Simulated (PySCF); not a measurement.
These compounds are isomers of formula C7H7F.

A. `CC#CC1=C(CF)C1`
B. `C=C(F)C(=C)C#CC`
C. `InChI=1S/C7H7F/c1-2-7(4-8)5-3-6(5)7/h1,5-6H,3-4H2/t5-,6+,7+`

Spectrum 1. $^{1}$H NMR (500 MHz, computed): δ 5.94 (m, 2H), 2.41 (s, 3H), 1.31 (s, 2H). $^{13}$C{$^{1}$H} NMR (computed): δ 123.5 (C), 113.7 (C), 104.5 (C), 86.8 (CH2), 74.9 (C), 15.8 (CH2), 6.8 (CH3).

Spectrum 2. $^{1}$H NMR (500 MHz, computed): δ 4.89 (m, 2H), 2.16 (m, 2H), 1.33 (m, 1H), 1.30 (m, 1H), 1.27 (s, 1H). $^{13}$C{$^{1}$H} NMR (computed): δ 86.3 (C), 84.3 (CH2), 76.2 (CH), 41.9 (C), 24.6 (CH2), 10.3 (CH).

Spectrum 3. $^{1}$H NMR (500 MHz, computed): δ 6.13 (dd, J = 3.7, 1.1 Hz, 1H), 5.92 (d of d of quint, J = 4.3, 2.0, 1.1 Hz, 1H), 5.33 (ddd, J = 43.4, 4.0, 1.2 Hz, 1H), 5.15 (m, 1H), 2.21 (d, J = 1.1 Hz, 3H). $^{13}$C{$^{1}$H} NMR (computed): δ 173.2 (C, d, J = 320.2 Hz), 130.3 (C, d, J = 30.1 Hz), 130.2 (CH2), 101.1 (CH2, d, J = 22.5 Hz), 98.2 (C), 82.8 (C, d, J = 8.1 Hz), 5.5 (CH3).

- structure optimised with GFN2-xTB
- J couplings at B3LYP/pcJ-1 (spin–dipole term left out of most H,H and C,H couplings)
- shielding tensors at PBE0/pcSseg-1 (GIAO)
- run in PySCF 2.14
- relativity neglected, one computed conformer, rapidly exchanging positions averaged, no solvent

Scale: $^{1}$H (σ = 31.72 ppm), $^{13}$C (σ = 186.93 ppm) against TMS (reference shieldings calculated alike). Multiplet labels drop J under 1 Hz and among equivalent protons, and merge close values. Unscaled 3J(H,H) run several per cent high. Splittings of carbon signals by F and P are missing where no couplings were computed. Where no couplings were computed, multiplicities follow the n + 1 count of equivalent neighbours, and m marks all less simple cases (inequivalent or close neighbours, rings, F or P nearby). One-bond C–F couplings are unscaled and too large by tens of Hz. Shifts are as computed. Against solution values, carbons near 30 ppm lie about +3 ppm off and those near 130 ppm about +5 ppm. Of 1309 compounds with measured shifts, 239 miss one by over three times the rms of a fit or turn the order of signals round; such compounds aren't used in these exercises.

Question: Which spectrum belongs to which compound?

Answer: 1–A, 2–C, 3–B.

- Spectrum 1 (A): 7 $^{13}$C signals; δC 123.5 is a fully substituted alkene carbon; δC 104.5 is a fully substituted alkene carbon.
- Spectrum 2 (C): 6 $^{13}$C signals; δC 86.3 is an alkyne carbon; δC 84.3 is an sp3 CH2 bonded to F.
- Spectrum 3 (B): 7 $^{13}$C signals; δC 130.3 is a fully substituted alkene carbon; δC 130.2 is a terminal =CH2 carbon.
